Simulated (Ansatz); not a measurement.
Species: C₆H₄Br, charge 0, multiplicity 2. It need not be the lowest isomer of its formula. SMILES: Brc1[c]cccc1
Coordinates optimised at B3LYP-D3(BJ)/def2-TZVP (Ansatz, an electronic-structure program):
```
C
H 1 1.0820
C 1 1.3911 2 119.10
H 3 1.0818 1 121.05 2 0.00
C 1 1.3914 2 119.76 3 180.00
H 5 1.0825 1 120.27 2 0.00
C 3 1.3947 4 119.99 1 180.00
C 7 1.3630 3 117.96 4 -180.00
C 8 1.3691 7 125.35 3 0.00
H 9 1.0823 8 122.23 7 180.00
Br 7 1.9079 8 121.11 9 180.00
```
Charge 0, spin multiplicity 2.

Property: atomisation energy (electronic, to ground-state atoms), in kJ/mol. Valence correlation only, unless marked. Open shells are spin-unrestricted. No spin-orbit coupling. The frozen core is the preceding noble-gas configuration, with the filled d and f shells of earlier blocks. Non-relativistic. The coupled-cluster limit lacks core correlation, which all-electron functionals hold. CBS marks a two-point X^-3 extrapolation of the correlation energy; Hartree-Fock from the larger set.

| level | program | atomisation energy (kJ/mol) | minus last row |
|---|---|---|---|
| r2SCAN-D3(BJ)/def2-TZVPD | Ansatz + dftd3 | 5160.3 | 107.2 |
| r2SCAN0/def2-TZVPD | Ansatz | 5054.1 | 1.0 |
| HSE06-D4/def2-TZVPD | Ansatz + dftd4 | 5212.0 | 158.9 |
| CAM-B3LYP-D4/def2-TZVPD | Ansatz + dftd4 | 5096.4 | 43.3 |
| B2PLYP-D3(BJ)/def2-TZVPD | Ansatz + dftd3 | 5067.4 | 14.3 |
| RPA@PBE/cc-pVQZ | Ansatz | 4700.0 | -353.1 |
| CCSD(T)/CBS(cc-pVTZ,cc-pVQZ) | Ansatz | 5053.1 | 0.0 |

The UHF reference is spin-contaminated (<S^2> 0.61 over the pure value in the largest basis).
